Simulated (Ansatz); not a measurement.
`C[Si](C)(C)[Si](C)(C)[Si](C)(C)[Si](C)(C)[Si](C)(C)[Si](C)(C)[Si](C)(C)[Si](C)(C)[Si](C)(C)C` with charge +1. Charge 1, multiplicity 2. Geometry PBE-D4/def2-SVP, that of the neutral singlet.

Cartesian coordinates in Å:
```
C 1.984 2.380 4.000
Si 2.305 0.682 4.792
C 3.370 0.929 6.351
C 3.262 -0.411 3.565
Si 0.294 -0.358 5.456
C 0.766 -1.847 6.564
C -0.730 0.860 6.513
Si -1.018 -1.227 3.696
C 0.001 -2.543 2.763
C -2.502 -2.119 4.515
Si -1.913 0.419 2.248
C -1.935 2.120 3.122
C -3.738 -0.040 1.898
Si -0.856 0.689 0.147
C -1.840 2.099 -0.695
C 0.963 1.247 0.320
Si -0.910 -1.237 -1.223
C 0.664 -2.293 -0.985
C -2.432 -2.327 -0.832
Si -1.011 -0.647 -3.512
C -2.642 0.265 -3.907
C -1.009 -2.290 -4.497
Si 0.832 0.651 -4.221
C 2.471 -0.026 -3.508
C 0.642 2.478 -3.692
Si 0.970 0.568 -6.578
C -0.731 0.887 -7.368
C 2.185 1.907 -7.176
C 1.617 -1.130 -7.139
H 1.409 2.278 3.058
H 2.942 2.888 3.759
H 1.412 3.041 4.682
H 4.330 1.427 6.101
H 2.846 1.560 7.099
H 3.606 -0.042 6.834
H 2.713 -0.513 2.606
H 4.257 0.028 3.339
H 3.424 -1.430 3.971
H 1.354 -1.514 7.445
H 1.378 -2.585 6.006
H -0.140 -2.369 6.937
H -0.986 1.775 5.944
H -1.678 0.391 6.851
H -0.162 1.165 7.417
H 0.880 -2.094 2.261
H -0.616 -3.050 1.992
H 0.369 -3.318 3.467
H -3.154 -2.589 3.749
H -3.123 -1.413 5.102
H -2.151 -2.918 5.202
H -2.394 2.889 2.465
H -2.533 2.071 4.056
H -0.913 2.458 3.386
H -3.829 -1.037 1.424
H -4.321 -0.057 2.843
H -4.208 0.704 1.222
H -2.901 1.811 -0.843
H -1.413 2.350 -1.686
H -1.820 3.017 -0.071
H 1.434 1.366 -0.678
H 1.561 0.508 0.890
H 1.032 2.222 0.844
H 1.579 -1.699 -1.179
H 0.728 -2.700 0.043
H 0.660 -3.149 -1.692
H -2.461 -3.213 -1.499
H -3.377 -1.764 -0.968
H -2.399 -2.691 0.217
H -3.515 -0.350 -3.605
H -2.726 0.464 -4.996
H -2.708 1.234 -3.375
H -1.825 -2.957 -4.150
H -1.162 -2.102 -5.580
H -0.049 -2.833 -4.377
H 3.339 0.512 -3.942
H 2.513 0.098 -2.406
H 2.591 -1.105 -3.734
H 0.671 2.590 -2.589
H 1.466 3.089 -4.115
H -0.316 2.903 -4.053
H -1.159 1.852 -7.027
H -1.451 0.085 -7.105
H -0.653 0.923 -8.475
H 2.294 1.880 -8.281
H 3.192 1.759 -6.733
H 1.837 2.921 -6.893
H 1.713 -1.170 -8.245
H 0.937 -1.947 -6.825
H 2.617 -1.336 -6.705
```

Single mean-field runs in def2-TZVP are fitted with def2-universal-jkfit. At PBE-D4/def2-TZVP the gap within one spin of the charge 1 doublet nearly closes, so an electron or hole may be smeared out by delocalisation error.

Task: Estimate the α-spin orbital energies around the gap (eV) in Ansatz with PBE-D4/def2-TZVP, PBE0-D4/def2-TZVP.

Result: 
| orbital | PBE-D4/def2-TZVP | PBE0-D4/def2-TZVP |
| --- | --- | --- |
| HOMO−5 | -9.18 | -10.43 |
| HOMO−4 | -9.13 | -10.30 |
| HOMO−3 | -8.86 | -10.09 |
| HOMO−2 | -8.61 | -9.70 |
| HOMO−1 | -8.39 | -9.57 |
| HOMO | -8.32 | -9.20 |
| LUMO | -3.92 | -3.33 |
| LUMO+1 | -3.77 | -3.14 |
| LUMO+2 | -3.51 | -2.80 |
| LUMO+3 | -3.34 | -2.60 |
| LUMO+4 | -3.04 | -2.28 |
| LUMO+5 | -2.99 | -2.23 |
| β HOMO | -8.18 | -8.87 |
| β LUMO | -8.08 | -8.10 |
